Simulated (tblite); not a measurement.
Compound: C₇H₁₁ (doublet state).
Structure used (GFN2-xTB), in Å, numbered top down from 1:
```xyz
18
C7H11 angstrom
C     -1.834    1.374    0.524
C     -1.821    0.372   -0.566
C     -2.506   -0.941   -0.177
C     -0.403    0.144   -0.853
C      0.779    0.006   -1.018
C      2.204   -0.183   -1.214
C      2.947   -0.180    0.122
H     -1.702    1.051    1.540
H     -1.705    2.415    0.299
H     -2.290    0.782   -1.470
H     -3.557   -0.761    0.041
H     -2.033   -1.364    0.707
H     -2.433   -1.662   -0.988
H      2.371   -1.132   -1.732
H      2.583    0.622   -1.851
H      4.013   -0.326   -0.039
H      2.579   -0.978    0.763
H      2.798    0.767    0.636
```

The geometry is computed with GFN2-xTB (gas phase). This method treats the open shell by occupation alone, without spin polarisation.

Masses are those of the commonest isotopes; rigid-rotor values at the optimised geometry. The values belong to one conformer with, in the numbering `[CH2:1][C@H:2]([CH3:3])[C:4]#[C:5][CH2:6][CH3:7]`, H–C1–C2–C3 38° and -159°.

Task: What are A, B and C (GHz)?

Result: Ia = 90.04, Ib = 440.74, Ic = 466.77 u·Å²; 505379 MHz·u·Å²/I gives 5613, 1147 and 1083 MHz, that is A = 5.6126, B = 1.1466, C = 1.0827 GHz.

Task: Classify the top.

Result: A near-prolate asymmetric top: κ = (2 × 1147 − 5613 − 1083)/(5613 − 1083) = -0.97.

Task: Is it planar, by Δ = Ic − Ia − Ib?

Result: Not planar: Δ = Ic − Ia − Ib = -64.02 u·Å². For a rigid frame Δ = −2 Σ m c², so Σ m c² = 32.01 u·Å² lies off the ab plane: 12.65 from hydrogen and 19.36 from heavier atoms. The atom farthest from that plane is 1.68 Å away.

Task: Where do the levels up to J = 5 lie, in MHz?

Result: Above 0(0,0):
J = 1: 1(0,1) 2229, 1(1,1) 6695, 1(1,0) 6759
J = 2: 2(0,2) 6687, 2(1,2) 11090, 2(1,1) 11282, 2(2,1) 24680, 2(2,0) 24681
J = 3: 3(0,3) 13373, 3(1,3) 17682, 3(1,2) 18066, 3(2,2) 31368, 3(2,1) 31371, 3(3,1) 53858, 3(3,0) 53858
J = 4: 4(0,4) 22283, 4(1,4) 26470, 4(1,3) 27109, 4(2,3) 40285, 4(2,2) 40295, 4(3,2) 62777, 4(3,1) 62777, 4(4,1) 94261, 4(4,0) 94261
J = 5: 5(0,5) 33417, 5(1,5) 37454, 5(1,4) 38413, 5(2,4) 51430, 5(2,3) 51454, 5(3,3) 73926, 5(3,2) 73926, 5(4,2) 105410, 5(4,1) 105410, 5(5,1) 145890, 5(5,0) 145890

For this open shell read J as N, the rotation without spin; fine and hyperfine splittings come on top. Its lowest GFN2-xTB frequency is 7 cm⁻¹, too small to tell a flat minimum from a shallow saddle. These are rigid-rotor constants of the computed structure; measured ground-state constants (B0) also hold zero-point vibration.
